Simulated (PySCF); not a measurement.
SiHBr3, SMILES Br[SiH](Br)Br. Atoms are numbered in the order given.

```xyz
5

Si     0.0000     0.0000    -0.6210
Br    -1.8196    -1.0505     0.1028
Br     0.0000     2.1011     0.1028
Br     1.8196    -1.0505     0.1028
H      0.0000     0.0000    -2.0975
```
Charge 0, spin multiplicity 1.

The structure is a stationary point at B3LYP-D3(BJ)/def2-SVP.

Calculation: TDA-LC-ωPBE/def2-SVPD (PySCF).

Vertical excitations; the highest root listed may be one member of a degenerate set.  State labels are in the subgroup Cs.

Computed excitation energies, oscillator strengths and character:
```json
[
 {"state": "S1", "symmetry": "A\"", "energy (eV)": "6.53", "λ (nm)": "190", "f": "0.000", "main pairs": "HOMO→LUMO 85 %"},
 {"state": "S2", "symmetry": "A'", "energy (eV)": "6.86", "λ (nm)": "181", "f": "0.028", "main pairs": "HOMO−2→LUMO (degenerate set)"},
 {"state": "S3", "symmetry": "A\"", "energy (eV)": "6.86", "λ (nm)": "181", "f": "0.028", "main pairs": "HOMO−1→LUMO (degenerate set)"},
 {"state": "S4", "symmetry": "A'", "energy (eV)": "6.94", "λ (nm)": "179", "f": "0.022", "main pairs": "HOMO−3→LUMO 81 %"},
 {"state": "S5", "symmetry": "A\"", "energy (eV)": "7.24", "λ (nm)": "171", "f": "0.034", "main pairs": "HOMO−5→LUMO, HOMO→LUMO+2 (degenerate set)"},
 {"state": "S6", "symmetry": "A'", "energy (eV)": "7.24", "λ (nm)": "171", "f": "0.034", "main pairs": "HOMO−4→LUMO, HOMO→LUMO+1 (degenerate set)"},
 {"state": "S7", "symmetry": "A\"", "energy (eV)": "7.93", "λ (nm)": "156", "f": "0.000", "main pairs": "HOMO→LUMO+2, HOMO−3→LUMO+1, HOMO−5→LUMO, HOMO→LUMO+6 (degenerate set)"},
 {"state": "S8", "symmetry": "A'", "energy (eV)": "7.93", "λ (nm)": "156", "f": "0.000", "main pairs": "HOMO→LUMO+1, HOMO−3→LUMO+2, HOMO−4→LUMO, HOMO→LUMO+5 (degenerate set)"},
 {"state": "S9", "symmetry": "A\"", "energy (eV)": "8.04", "λ (nm)": "154", "f": "0.000", "main pairs": "HOMO−1→LUMO+2 35 %, HOMO−2→LUMO+1 34 %, HOMO−1→LUMO+6 9 %, HOMO−2→LUMO+5 9 %"},
 {"state": "S10", "symmetry": "A\"", "energy (eV)": "8.08", "λ (nm)": "153", "f": "0.046", "main pairs": "HOMO−3→LUMO+1 27 %, HOMO−2→LUMO+1 15 %, HOMO−1→LUMO+2 15 %, HOMO→LUMO+2 9 %"},
 {"state": "T1", "symmetry": "A\"", "energy (eV)": "5.99", "λ (nm)": "207", "f": "0", "main pairs": "HOMO→LUMO 79 %"},
 {"state": "T2", "symmetry": "A\"", "energy (eV)": "6.19", "λ (nm)": "200", "f": "0", "main pairs": "HOMO−1→LUMO (degenerate set)"},
 {"state": "T3", "symmetry": "A'", "energy (eV)": "6.19", "λ (nm)": "200", "f": "0", "main pairs": "HOMO−2→LUMO (degenerate set)"},
 {"state": "T4", "symmetry": "A'", "energy (eV)": "6.34", "λ (nm)": "196", "f": "0", "main pairs": "HOMO−3→LUMO 74 %"}
]
```
Triplets are in the Tamm–Dancoff approximation.
